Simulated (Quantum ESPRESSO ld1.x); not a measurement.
Results of a calculation; reference values are marked as such.
Nb3+, configuration [Kr] 4d2. Code: ld1.x of Quantum ESPRESSO 7.5. Model: scalar-relativistic Kohn-Sham, B86b exchange with PBE correlation, spin-unpolarised, spherical densities, point nucleus.

Unscreened Slater integrals over Kohn-Sham orbitals (cm^-1).

| integral | value |
|---|---|
| F0(4d,4d) | 115920 |
| F2(4d,4d) | 58798 |
| F4(4d,4d) | 38556 |
| F0(4d,4p) | 131260 |
| F2(4d,4p) | 64281 |
| G1(4d,4p) | 79589 |
| G3(4d,4p) | 48616 |
| F0(4d,4s) | 135650 |
| G2(4d,4s) | 56626 |
| F0(4d,3d) | 156340 |
| F2(4d,3d) | 27377 |
| F4(4d,3d) | 11664 |
| G0(4d,3d) | 8889.3 |
| G2(4d,3d) | 9881.0 |
| G4(4d,3d) | 7402.7 |
| F0(4p,4p) | 155290 |
| F2(4p,4p) | 81936 |
| F0(4p,4s) | 162970 |
| G1(4p,4s) | 110580 |
| F0(4p,3d) | 201020 |
| F2(4p,3d) | 46048 |
| G1(4p,3d) | 14829 |
| G3(4p,3d) | 14256 |
| F0(4s,4s) | 172100 |
| F0(4s,3d) | 219150 |
| G2(4s,3d) | 18074 |
| F0(3d,3d) | 462270 |
| F2(3d,3d) | 226990 |
| F4(3d,3d) | 144050 |

Derived for the open shells (J is the average intra-shell exchange parameter used in DFT+U). 4d: Racah B = F2/49 - 5 F4/441 = 762.8 cm^-1, C = 35 F4/441 = 3060 cm^-1, C/B = 4.01, F4/F2 = 0.656, J = (F2 + F4)/14 = 6954 cm^-1.
